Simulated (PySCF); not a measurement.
What settings do to a single point of PbH4

The sound run of PbH4 (singlet) uses PySCF 2.14.0, RKS TPSS, Pb def2-SVP with ECP60, H def2-SVP; non-relativistic Hamiltonian with scalar-relativistic core potentials where named; density fitting; no spin-orbit coupling, grid (50, 194), threshold 1e-8 Eh and 55 cycles, at the relaxed geometry:

```xyz
5

Pb    0.0078    0.3729    0.0000
H    -0.0135   -0.6497    1.4454
H    -0.0135   -0.6497   -1.4454
H     1.4737    1.3657    0.0000
H    -1.4156    1.4258    0.0000
```

There Pb1 has a Mulliken charge of 0.27 e and the dipole about the centre of mass is 0.00 D. Each run below changes one thing and starts from free metal ions and neutral atoms unless it says otherwise; with 55 cycles, smearing, a level shift and second-order steps follow where DIIS fails, and their cycles count. Energy shifts count from the sound run.

| change | outcome | cycles | energy shift (eV) | largest force component (eV/Å) | charge on Pb1 (e) | dipole about the centre of mass (D) |
| --- | --- | --- | --- | --- | --- | --- |
| all coordinates × 1.05 | converged | 6 | 0.16 | 0.72 | 0.28 | 0.00 |
| threshold 0.0001 | converged | 5 | 0.0000 | 0.00 | 0.27 | 0.00 |
| charge changed by -3, spin kept, limit 76 cycles | refused | – | – | – | – | – |
| start from the bare core Hamiltonian, limit 97 cycles | converged | 10 | 0.0000 | 0.00 | 0.27 | 0.00 |

(1) How does the run with this change end: grid (99, 590)?

Forces carry noise of the integration grid, about 0.01 to 0.03 eV/Å.

No frequency check is given that shows the relaxed geometry to be a minimum.

## Answers

(1) outcome converged, cycles 6, energy shift (eV) 0.0191, largest force component (eV/Å) 0.00, charge on Pb1 (e) 0.27, dipole about the centre of mass (D) 0.00.
